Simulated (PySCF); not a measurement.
Two species compared at the same levels of theory.

First species: C6H10N2O.
Cartesian coordinates in Å at the GFN2-xTB level; atoms count from 1:
```
atom  x, y, z in Å
C1    -3.0185    0.6370    0.0253
C2    -2.2873   -0.6961    0.1696
N3    -0.8672   -0.5059    0.2870
C4     0.0153   -0.2797   -0.7120
C5     1.2468   -0.0913   -0.1126
O6     2.4102    0.1558   -0.7796
C7     3.5410    0.3461    0.0349
C8     0.9939   -0.2179    1.2631
N9    -0.2885   -0.4649    1.4754
H10   -2.6870    1.1586   -0.8695
H11   -4.0897    0.4689   -0.0436
H12   -2.8172    1.2650    0.8891
H13   -2.6148   -1.2057    1.0781
H14   -2.4888   -1.3341   -0.6955
H15   -0.2659   -0.2765   -1.7440
H16    3.7487   -0.5393    0.6453
H17    3.4159    1.2121    0.6940
H18    4.3742    0.5230   -0.6433
H19    1.6689   -0.1460    2.0916
```

Second species: C₈H₆ClP.
InChI=1S/C8H6ClP/c1-2-10-8-5-3-7(9)4-6-8/h1,3-6,10H

Levels: PBE0/pcSseg-1 for dipole moment, HOMO energy, LUMO energy and HOMO–LUMO gap; GFN2-xTB for rotational constant A and rotational constant C. Geometries: GFN2-xTB. All species are isolated and taken at one optimised geometry, non-relativistic unless stated. Electronic properties by PySCF.

The conformers computed, where there is a choice (atom-mapped SMILES and torsion angles):
- `[CH3:1][CH2:2][n:3]1[cH:4][c:5]([O:6][CH3:7])[cH:8][n:9]1`: C1–C2–N3–C4 -80°, C4–C5–O6–C7 179°
- `[CH:1]#[C:2][PH:3][c:4]1[cH:5][cH:6][c:7]([Cl:8])[cH:9][cH:10]1`: C2–P3–C4–C5 46°

Values for the first species:

- Dipole moment: 0.99 D
- HOMO energy: -6.10 eV
- LUMO energy: 0.56 eV
- HOMO–LUMO gap: 6.66 eV
- Rotational constant A: 5.054 GHz
- Rotational constant C: 0.809 GHz

Q: Estimate the same properties for the second species, and the change in each.

A: 
| property | first | second | second less first |
| --- | --- | --- | --- |
| dipole moment | 0.99 D | 1.13 D | +0.14 D |
| HOMO energy | -6.10 eV | -6.85 eV | -0.75 eV |
| LUMO energy | 0.56 eV | -0.86 eV | -1.42 eV |
| HOMO–LUMO gap | 6.66 eV | 5.99 eV | -0.67 eV |
| rotational constant A | 5.054 GHz | 2.812 GHz | -2.242 GHz |
| rotational constant C | 0.809 GHz | 0.408 GHz | -0.401 GHz |

On the first: In atomic units the dipole is 0.39 e·bohr (1 au = 2.5417 D). A dipole of 0.99 D is allowed in C1, and pure rotational transitions are dipole-allowed.

On the second: A dipole of 1.13 D is allowed in C1, and pure rotational transitions are dipole-allowed. The dipole equals about 3.8 × 10⁻³⁰ C·m (1 D = 3.33564 × 10⁻³⁰ C·m).
